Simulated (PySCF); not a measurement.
HSSi, SMILES [Si]=[SH+] (connectivity only; charge and spin as stated), charge +1, multiplicity 1.

Geometry: B3LYP-D3(BJ)/def2-TZVP. The isomer is the one that the SMILES or the coordinates give; other isomers of the formula were not compared.

These are M06-2X/def2-TZVPD run with PySCF values and carry that method's errors.

Symmetry labels are those of the subgroup Cs that the program uses (full group Cs).

List the valence orbital energies around the gap with their symmetry. (Estimate from the structure and the level; the computed values follow.)


```
orbital  symmetry  energy (eV)
-------  --------  -----------
HOMO−7         A'      -114.12
HOMO−6         A"      -114.08
HOMO−5         A'      -114.00
HOMO−4         A'       -29.34
HOMO−3         A'       -21.15
HOMO−2         A'       -19.12
HOMO−1         A"       -15.93
HOMO           A'       -15.80
LUMO           A'        -8.65
LUMO+1         A"        -8.10
LUMO+2         A'        -4.94
LUMO+3         A'        -4.60
```
